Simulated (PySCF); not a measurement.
FH7N2Si2, SMILES N[SiH2]N[SiH2]F.

Geometry: PBE-D3(BJ)/def2-SVP. The structure was generated by enumeration, and PubChem lists no compound with its InChIKey, so it may never have been made. One conformer was computed; it need not be the lowest.

Vertical ionisation energy (IE) and electron affinity (EA) in eV. Rows of orbital energies are one-electron estimates. Where ΔSCF, EOM or ADC give a negative EA the extra electron is unbound and the value depends on the basis.

```tsv
level	IE	EA
−ε(HOMO), −ε(LUMO), M06-2X/def2-TZVP (PySCF)	[?]	[?]
−ε(HOMO), −ε(LUMO), PBE/def2-TZVP (PySCF)	6.15	0.52
```

Task: Fill in the missing entries. (The exact figures need the calculation; the answer reports its results.)

Result: 
- −ε(HOMO), −ε(LUMO), M06-2X/def2-TZVP (PySCF), IE: 8.96
- −ε(HOMO), −ε(LUMO), M06-2X/def2-TZVP (PySCF), EA: -0.94
